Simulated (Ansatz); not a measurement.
Ansatz input wanted

The species is CH5AlOSi+ (9 atoms), meant as a doublet with charge +1. As SMILES of the parent species, `[CH2]1O[SiH2][AlH]1`. Geometry: relaxed at PBE0-D4/def2-TZVP. That shape belongs to the parent species and isn't relaxed for this state.

```xyz
9

C    -0.3099    1.0225   -0.6535
O     0.6211   -0.0213   -1.0229
Si    0.7678   -1.2239    0.1358
Al   -0.8588    0.2793    1.1211
H    -1.0902    1.0976   -1.4201
H     0.2133    1.9860   -0.6430
H     2.1777   -1.3383    0.6150
H     0.4224   -2.5606   -0.4333
H    -1.8551    0.7124    2.2837
```

Settings wanted:

* basis set: def2-SVP
* task: energy
* method: DFT
* functional: r2SCAN0
* reference: UKS
* accuracy: high

Write the Ansatz 0.2.0 input and the command.

One that was run (others would do as well):

input.yaml:
```yaml
crystal:
  periodic: [false, false, false]
  atoms:
    - {symbol: C, position_ang: [-0.309900, 1.022500, -0.653500]}
    - {symbol: O, position_ang: [0.621100, -0.021300, -1.022900]}
    - {symbol: Si, position_ang: [0.767800, -1.223900, 0.135800]}
    - {symbol: Al, position_ang: [-0.858800, 0.279300, 1.121100]}
    - {symbol: H, position_ang: [-1.090200, 1.097600, -1.420100]}
    - {symbol: H, position_ang: [0.213300, 1.986000, -0.643000]}
    - {symbol: H, position_ang: [2.177700, -1.338300, 0.615000]}
    - {symbol: H, position_ang: [0.422400, -2.560600, -0.433300]}
    - {symbol: H, position_ang: [-1.855100, 0.712400, 2.283700]}
basis:
  gaussian:
    orbitals: def2-SVP
total_charge: 1
magnetization:
  spin_polarized: true
  initial_magnetization: 1
hamiltonian:
  xc: {name: r2SCAN0}
accuracy: high
output: {orbitals: {seedname: orbitals}}
```

```bash
$ ansatz run input.yaml --threads 1 --pin off --max-ram 3480MiB --events-out events.jsonl --progress --plain --runs-dir runs
```

Calculated total energy: -647.49887 Eh.
